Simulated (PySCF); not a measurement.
CBrF$_{3}$, charge +1, quartet, at a GFN2-xTB geometry of the parent state (a state made from the parent by changing its charge; the spin is typed, not shown lowest); TPSS/def2-SVP (PySCF).

Input for PySCF:
```python
from pyscf import gto, scf, dft

mol = gto.Mole()
mol.atom = '''
    F    -1.255211   -0.590163   -1.107334
    C    -0.817884    0.019610   -0.022939
    F    -1.315279   -0.587090    1.037016
    F    -1.240675    1.268630   -0.036572
    Br    1.120223   -0.026859    0.031418
'''
mol.basis = 'def2-svp'
mol.charge = 1
mol.spin = 3
mol.verbose = 4
mol.build()

mf = dft.ROKS(mol)
mf.xc = 'tpss'
mf.kernel()
```

Output, abridged:

```
PySCF version 2.14.0

[INPUT] verbose = 4
[INPUT] num. atoms = 5
[INPUT] num. electrons = 67
[INPUT] charge = 1
[INPUT] spin (= nelec alpha-beta = 2S) = 3
[INPUT] symmetry False subgroup None
[INPUT] Mole.unit = angstrom
[INPUT] Symbol           X                Y                Z      unit          X                Y                Z       unit  Magmom
[...]
nuclear repulsion = 367.886281075162
number of shells = 36
number of NR pGTOs = 170
number of NR cGTOs = 88
basis = def2-svp
ecp = {}

******** <class 'pyscf.dft.roks.ROKS'> ********
method = ROKS
initial guess = minao
damping factor = 0
level_shift factor = 0
DIIS = <class 'pyscf.scf.diis.CDIIS'>
diis_start_cycle = 1
diis_space = 8
diis_damp = 0
SCF conv_tol = 1e-09
SCF conv_tol_grad = None
SCF max_cycles = 50
direct_scf = True
direct_scf_tol = 1e-13
num. doubly occ = 32  num. singly occ = 3
XC library pyscf.dft.libxc version 7.1.2
    S. Lehtola, C. Steigemann, M. J. T. Oliveira, and M. A. L. Marques,  SoftwareX 7, 1–5 (2018)
XC functionals = tpss
    J. Tao, J. P. Perdew, V. N. Staroverov, and G. E. Scuseria,  Phys. Rev. Lett. 91, 146401 (2003)
    J. P. Perdew, J. Tao, V. N. Staroverov, and G. E. Scuseria,  J. Chem. Phys. 120, 6898 (2004)
    J. Tao, J. P. Perdew, V. N. Staroverov, and G. E. Scuseria,  Phys. Rev. Lett. 91, 146401 (2003)
    J. P. Perdew, J. Tao, V. N. Staroverov, and G. E. Scuseria,  J. Chem. Phys. 120, 6898 (2004)
radial grids:
    Treutler-Ahlrichs [JCP 102, 346 (1995); DOI:10.1063/1.469408] (M4) radial grids

becke partition: Becke, JCP 88, 2547 (1988); DOI:10.1063/1.454033
pruning grids: <function nwchem_prune>
grids dens level: 3
symmetrized grids: False
atomic radii adjust function: <function treutler_atomic_radii_adjust>
small_rho_cutoff = 0
Set gradient conv threshold to 3.16228e-05
tot grids = 77328
init E= -2910.7514764319
[...]
cycle= 1 E= -2910.29357897217  delta_E= 0.458  |g|= 0.952  |ddm|= 3.15
[...]
cycle= 2 E= -2908.37623463603  delta_E= 1.92  |g|= 2.81  |ddm|= 2.75

WARN: HOMO -0.0982458496517249 >= LUMO -0.590909221351291

cycle= 3 E= -2907.90799302885  delta_E= 0.468  |g|= 1.79  |ddm|= 5.82
[...]
cycle= 4 E= -2910.46219961203  delta_E= -2.55  |g|= 0.357  |ddm|= 5.71
[...]
cycle= 5 E= -2910.37319105058  delta_E= 0.089  |g|= 0.682  |ddm|= 1.15
[...]
cycle= 6 E= -2910.47897630832  delta_E= -0.106  |g|= 0.21  |ddm|= 0.753
[...]
cycle= 7 E= -2910.4884201297  delta_E= -0.00944  |g|= 0.148  |ddm|= 0.454
[...]
cycle= 8 E= -2910.43935416626  delta_E= 0.0491  |g|= 0.357  |ddm|= 1.01
[...]
cycle= 9 E= -2910.49316059203  delta_E= -0.0538  |g|= 0.0823  |ddm|= 0.613
[...]
cycle= 10 E= -2910.49389909775  delta_E= -0.000739  |g|= 0.0561  |ddm|= 0.57
[...]
cycle= 11 E= -2910.47433736544  delta_E= 0.0196  |g|= 0.187  |ddm|= 0.79
[...]
cycle= 12 E= -2910.49495874936  delta_E= -0.0206  |g|= 0.0407  |ddm|= 0.543
[...]
cycle= 13 E= -2910.40596339584  delta_E= 0.089  |g|= 0.394  |ddm|= 1.01
[...]
cycle= 14 E= -2910.4804254247  delta_E= -0.0745  |g|= 0.146  |ddm|=  0.5
[...]
cycle= 15 E= -2910.49585572933  delta_E= -0.0154  |g|= 0.0458  |ddm|= 0.575
[...]
cycle= 16 E= -2910.49583980968  delta_E= 1.59e-05  |g|= 0.0455  |ddm|= 0.0506
[...]
cycle= 17 E= -2910.45578352951  delta_E= 0.0401  |g|= 0.258  |ddm|= 0.785
[...]
cycle= 18 E= -2910.49206884032  delta_E= -0.0363  |g|= 0.0683  |ddm|= 0.455
[...]
cycle= 19 E= -2910.35876763068  delta_E= 0.133  |g|= 0.486  |ddm|= 0.919
[...]
cycle= 20 E= -2910.36673573871  delta_E= -0.00797  |g|= 0.471  |ddm|= 0.749
[...]
cycle= 21 E= -2910.3625931587  delta_E= 0.00414  |g|= 0.48  |ddm|= 0.901
[...]
cycle= 22 E= -2910.36230251392  delta_E= 0.000291  |g|= 0.474  |ddm|= 0.787
[...]
cycle= 23 E= -2910.35915006368  delta_E= 0.00315  |g|= 0.478  |ddm|= 0.295
[...]
cycle= 24 E= -2910.39880534488  delta_E= -0.0397  |g|= 0.402  |ddm|= 1.14
[...]
cycle= 25 E= -2910.45129458748  delta_E= -0.0525  |g|= 0.299  |ddm|= 1.11
[...]
cycle= 26 E= -2910.48413525043  delta_E= -0.0328  |g|= 0.155  |ddm|= 0.377
[...]
cycle= 27 E= -2910.47662087498  delta_E= 0.00751  |g|= 0.189  |ddm|= 0.95
[...]
cycle= 28 E= -2910.4914419363  delta_E= -0.0148  |g|= 0.0933  |ddm|= 0.363
[...]
cycle= 29 E= -2910.49422298934  delta_E= -0.00278  |g|= 0.059  |ddm|= 0.467
[...]
cycle= 30 E= -2910.4804039622  delta_E= 0.0138  |g|= 0.155  |ddm|= 0.822
[...]
cycle= 31 E= -2910.48371902064  delta_E= -0.00332  |g|= 0.133  |ddm|= 0.041
[...]
cycle= 32 E= -2910.49476978926  delta_E= -0.0111  |g|= 0.0543  |ddm|= 0.379
[...]
cycle= 33 E= -2910.49499660842  delta_E= -0.000227  |g|= 0.0592  |ddm|= 0.348
[...]
cycle= 34 E= -2910.49555853649  delta_E= -0.000562  |g|= 0.0437  |ddm|= 0.274
[...]
cycle= 35 E= -2910.43707018269  delta_E= 0.0585  |g|= 0.323  |ddm|= 0.909
[...]
cycle= 36 E= -2910.45921612891  delta_E= -0.0221  |g|= 0.247  |ddm|= 0.133
[...]
cycle= 37 E= -2910.47847730027  delta_E= -0.0193  |g|= 0.157  |ddm|= 0.287
[...]
cycle= 38 E= -2910.48125059113  delta_E= -0.00277  |g|= 0.141  |ddm|= 0.0361
[...]
cycle= 39 E= -2910.32880637455  delta_E= 0.152  |g|= 0.531  |ddm|= 1.05
[...]
cycle= 40 E= -2910.43379418022  delta_E= -0.105  |g|= 0.322  |ddm|= 1.01
[...]
cycle= 41 E= -2910.46416624826  delta_E= -0.0304  |g|= 0.229  |ddm|= 0.484
[...]
cycle= 42 E= -2910.46172581353  delta_E= 0.00244  |g|= 0.233  |ddm|= 0.306
[...]
cycle= 43 E= -2910.4560081136  delta_E= 0.00572  |g|= 0.276  |ddm|= 0.937
[...]
cycle= 44 E= -2910.47862310476  delta_E= -0.0226  |g|= 0.194  |ddm|= 0.267
[...]
cycle= 45 E= -2910.48394325019  delta_E= -0.00532  |g|= 0.146  |ddm|= 0.139
[...]
cycle= 46 E= -2910.35175970101  delta_E= 0.132  |g|= 0.523  |ddm|= 1.11
[...]
cycle= 47 E= -2910.46200318007  delta_E= -0.11  |g|= 0.252  |ddm|= 0.851
[...]
cycle= 48 E= -2910.47706751142  delta_E= -0.0151  |g|= 0.181  |ddm|= 0.117
[...]
cycle= 49 E= -2910.46877925988  delta_E= 0.00829  |g|= 0.216  |ddm|= 0.852
[...]
cycle= 50 E= -2910.46600661548  delta_E= 0.00277  |g|= 0.226  |ddm|= 0.0343
SCF not converged.
SCF energy = -2910.46600661548
```

Convergence was not reached.
